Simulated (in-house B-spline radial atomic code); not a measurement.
C3+ is squeezed into an impenetrable sphere of radius R (the orbitals vanish at R). Caution: exact exchange at fractional occupations of open shells leaves self-interaction of up to several eV. Level of theory: non-relativistic PBE0, spin-polarised, spherical fractional occupations, point nucleus; calculated with a B-spline radial code for spherical atoms.

Energies in eV above the free ion in [He] 2s1:

| R (bohr) | highest level (eV) | [He] 2s1 | [He] 2p1 | -dE/dV in [He] 2s1 (GPa) |
| --- | --- | --- | --- | --- |
| 7.91 | -59.5 | 0 | 9.629 | 8.49e-08 |
| 6.72 | -59.5 | 0 | 9.629 | 1.4e-05 |
| 4.7 | -59.5 | 0.00262 | 9.635 | 0.0352 |
| 4.15 | -59.4 | 0.01677 | 9.66 | 0.278 |
| 3.53 | -59.3 | 0.1233 | 9.805 | 2.65 |
| 3.28 | -59.1 | 0.2661 | 9.972 | 6.45 |
| 2.64 | -57.4 | 1.723 | 11.38 | 59.8 |
| 2.12 | -51.3 | 7.205 | 15.82 | 374 |
| 1.98 | -47.7 | 10.53 | 18.3 | 626 |
| 1.52 | -19.5 | 37.29 | 36.26 | 3930 |

(1) Does [He] 2p1 fall below [He] 2s1 under compression?

## Answers

(1) Yes, between R = 1.98 and 1.52 bohr the order changes (near 1.57 bohr by linear interpolation).
